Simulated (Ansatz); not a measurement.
CH3AlFNS can be A, `N[C]1(F)[AlH][S]1`, or B, `F[C]1(S)[NH][AlH]1`.

Program: Ansatz. Geometries: PBE0-D4/def2-TZVP. ΔE: electronic, gas phase. CCSD(T)/CBS is the MP2 limit (def2-TZVPP, def2-QZVPP) plus CCSD(T) − MP2 in def2-TZVPP, frozen cores. DFT in def2-TZVPP. B3LYP here is the variant with VWN-RPA as its local correlation; programs differ in this. Each species was taken in one conformer, which may not be the lowest.

(1) Which isomer does CCSD(T)/CBS put lower? Give the gap. (Estimate.)

(2) Give E(B) − E(A) in kJ/mol with r2SCAN-D4, PBE0-D4, B3LYP, CCSD(T)/def2-TZVPP, PBE-D4, LDA (SPW92), BLYP-D4. (An estimate is asked.)

(3) Does the order hold for the free energy at 298.15 K (harmonic terms from PBE0-D4)? (Estimate.)

Largest T1 diagnostic: 0.015.

Answers

(1) Computed: A, by 66.7 kJ/mol.

(2) Ansatz gave: r2SCAN-D4 69.3, PBE0-D4 71.3, B3LYP 63.9, CCSD(T)/def2-TZVPP 64.7, PBE-D4 69.9, LDA (SPW92) 66.7, BLYP-D4 62.3. None reverses the order clearly.

(3) Computed: Yes: G(B) − G(A) = +58.1 kJ/mol, for one conformer each.

Leaving LDA and LC-ωPBE aside and taking each functional with its dispersion term where it has one, the values, not all of them listed here, spread over 11.9 kJ/mol, from CAM-B3LYP-D4 to HSE06-D4. LDA lies −3.1 kJ/mol from PBE without D4. At CCSD(T), def2-SVP lies −6.6 kJ/mol from the extrapolated value and def2-TZVPP −1.9 kJ/mol.
